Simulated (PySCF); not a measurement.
Molecule: SMILES S(C(=C)C(F)F)C, C₄H₆F₂S.

Geometry (Å), atoms numbered from 1 in this order:
```xyz
13

C     0.414    0.190   -1.242
C    -0.446    0.188   -0.231
S    -0.157   -0.353    1.417
C     1.581   -0.864    1.368
C    -1.854    0.694   -0.413
F    -1.857    2.019   -0.712
F    -2.463    0.081   -1.458
H     0.103    0.552   -2.206
H     1.426   -0.157   -1.156
H     1.822   -1.201    2.372
H     2.204   -0.015    1.102
H     1.702   -1.680    0.663
H    -2.479    0.548    0.480
```

Frames of a GFN2-xTB Langevin trajectory at 400 K; GIAO PBE0/pcSseg-1 shieldings in PySCF, gas phase, non-relativistic; equivalent atoms averaged within each frame.

Scale: TMS for ¹³C (σ = 186.93 ppm) and ¹H (σ = 31.72 ppm); ³³S (σ = 503.73 ppm) vs CS2; ¹⁹F (σ = 170.95 ppm) against CFCl3 (reference shieldings calculated alike). The references are static minima.

Task: How do the shifts (ppm) fluctuate along the trajectory?

Result: 
| time (fs) | C2 | C1 | C5 | C4 | S3 | F6/F7 | H8 | H13 | H9 | H10/H11/H12 |
| --- | --- | --- | --- | --- | --- | --- | --- | --- | --- | --- |
| 250 | 164.7 | 126.7 | 122.6 | 24.8 | 67 | -108.0 | 6.90 | 6.04 | 5.85 | 2.82 |
| 425 | 150.4 | 110.9 | 123.8 | 20.3 | 78 | -128.7 | 5.69 | 7.62 | 7.12 | 2.62 |
| 625 | 151.9 | 110.4 | 117.7 | 17.9 | 37 | -133.6 | 6.54 | 6.87 | 6.18 | 2.73 |
| 800 | 156.1 | 130.2 | 130.6 | 22.9 | -8 | -109.6 | 7.01 | 8.30 | 6.29 | 1.67 |
| 1000 | 157.5 | 109.3 | 119.7 | 15.9 | 41 | -123.0 | 7.75 | 5.61 | 5.26 | 2.11 |
| mean of frames | 156.1 | 117.5 | 122.9 | 20.3 | 43 | -120.6 | 6.78 | 6.89 | 6.14 | 2.39 |
| standard deviation | 5.6 | 10.1 | 4.9 | 3.6 | 33 | 11.4 | 0.75 | 1.10 | 0.68 | 0.49 |

5 frames give an uncertainty of the mean of about the standard deviation over 2.2 at best, since frames this close in time may not be independent; classical motion lacks zero-point vibration, and the reference would need the same averaging.
